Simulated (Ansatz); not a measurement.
Geometry optimisation, UKS r2SCAN/def2-SVP in Ansatz.

Input file:

```yaml
crystal:
  periodic: [false, false, false]
  atoms:
    - { symbol: O, position_ang: [-0.62868, 0.85094, -1.01173] }
    - { symbol: C, position_ang: [-0.73326, -0.12402, 0.14714] }
    - { symbol: B, position_ang: [0.59015, -0.14862, 0.89075] }
    - { symbol: O, position_ang: [0.49028, -1.14009, 0.00481] }
    - { symbol: H, position_ang: [-1.18223, 0.45824, -1.69441] }
    - { symbol: H, position_ang: [1.23579, -1.78483, -0.08809] }
total_charge: -1
magnetization:
  spin_polarized: true
basis:
  gaussian: { orbitals: def2-SVP }
hamiltonian:
  xc: r2scan
relax:
  f_tol: 0.02
  max_steps: 50
```

Command:

```bash
$ ansatz run input.yaml --threads 2 --pin off --max-ram 3072MiB --backend cpu --events-out ev --progress --plain --runs-dir out
```

Question: Where does it end, and by what steps?

Answer: The run converged. Limits of this set-up: an anion without diffuse functions. After 40 steps the energy has fallen by 3.968 eV; H5 moved furthest, 1.38 Å. Parted: C2–O4 (1.60 → 2.74 Å).

| step | energy less start (eV) | largest force component (eV/Å) | accepted |
| --- | --- | --- | --- |
| 0 | 0.0000 | 5.380 | yes |
| 2 | -1.1458 | 1.655 | yes |
| 4 | -2.0617 | 1.633 | yes |
| 6 | -2.7453 | 0.816 | yes |
| 8 | -3.2507 | 1.420 | yes |
| 10 | -3.7751 | 0.641 | yes |
| 12 | -3.9300 | 0.772 | yes |
| 14 | -3.9397 | 0.507 | yes |
| 16 | -3.9534 | 0.060 | yes |
| 18 | -3.9549 | 0.162 | yes |
| 20 | -3.8523 | 1.372 | no |
| 22 | -3.9609 | 0.094 | yes |
| 24 | -3.9612 | 0.051 | yes |
| 26 | -3.9615 | 0.050 | yes |
| 28 | -3.9619 | 0.040 | yes |
| 30 | -3.9629 | 0.154 | yes |
| 32 | -3.9565 | 0.590 | no |
| 34 | -3.9667 | 0.264 | yes |
| 36 | -3.9680 | 0.035 | yes |
| 38 | -3.9683 | 0.029 | yes |
| 40 | -3.9684 | 0.004 | yes |

```xyz
6
Properties=species:S:1:pos:R:3
O -1.057 1.084 -1.428
C -0.298 0.065 -0.881
B 0.197 -0.928 -0.138
O 0.952 -1.935 0.512
H -1.714 1.317 -0.758
H 1.692 -1.491 0.942
```

Run time: 96 s on 2 threads of Intel(R) Xeon(R) Platinum 8488C (Sapphire Rapids) (shared host), peak memory 0.21 GiB.
